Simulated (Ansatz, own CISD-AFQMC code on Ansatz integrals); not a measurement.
CH2B2, SMILES `B1=CB1` (charge 0, multiplicity 1).

Cartesian coordinates (Å):
```xyz
5

B     -0.3113     1.0856     0.5984
C     -0.8131     0.0180    -0.0774
B      0.7751     0.1503     0.1063
H     -1.3609    -0.7605    -0.5820
H      1.7102    -0.4934    -0.2199
```
Charge 0, multiplicity 1.

Frozen-core energies in cc-pVTZ from Ansatz (a quantum-chemistry and plane-wave program) at a geometry from PBE0-D3(BJ)/def2-TZVP; the HF reference has <S^2> = 0.00 (restricted, and unstable towards unrestricted orbitals) and the T1 diagnostic is 0.017.

| level | energy (Ha) |
|---|---|
| HF | -88.28684 |
| MP2 | -88.63598 |
| CCSD | -88.65409 |
| CCSD(T) | -88.67675 |

Estimate the energies of CCSDT, phaseless AFQMC, CISD trial (own CISD-AFQMC code on Ansatz integrals; ±0.40 mHa) and CCSDT(Q), and give each level's difference from CCSDT(Q).


```csv
level,energy (Ha),difference from CCSDT(Q) (mHa)
MP2,-88.63598,42.73
CCSD,-88.65409,24.62
CCSD(T),-88.67675,1.95
CCSDT,-88.67693,1.78
"phaseless AFQMC, CISD trial (own CISD-AFQMC code on Ansatz integrals; ±0.40 mHa)",-88.67713,1.58
CCSDT(Q),-88.67871,0.00
```
